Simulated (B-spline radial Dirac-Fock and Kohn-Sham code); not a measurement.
Sn¹⁷⁺: eigenvalues, ΔSCF and the reference

System: Sn¹⁷⁺, 1s2 2s2 2p6 3s2 3p6 3d10 4s2 4p3.

The density-functional columns are spherical, spin-unpolarised Dirac-Kohn-Sham results without Breit or QED terms: −ε is minus the orbital energy of the initial state and ΔSCF the difference of two total energies. The reference in the last column comes from relaxed Dirac-Fock hole states (ΔSCF) with Breit and QED corrections and a finite nucleus. All numbers are from a radial B-spline solver, in eV; a selection of levels is shown. The Kohn-Sham columns are given as differences from the reference. For the 1s level of heavy atoms much of the gap between ΔSCF and the reference is the Breit and QED part, -96.1 eV here; for other levels the error of the functional can be larger.

```
level  LDA −ε − DF  LDA ΔSCF − DF  Dirac-Fock
   1s       -263.2          +87.0     29670.8
   2s       -121.7          -49.1      4937.3
2p3/2        -95.6          -12.5      4396.1
   3s        -63.7          -32.9      1330.6
3p3/2        -50.8          -20.1      1159.3
3d3/2        -33.0           +0.4       938.1
3d5/2        -33.3           -0.2       929.4
   4s        -14.5           +0.8       521.5
   4p        -12.5           +2.4       469.4
```

Values without a named source are computed, but for edge energies of neutral atoms, which are taken from tables.
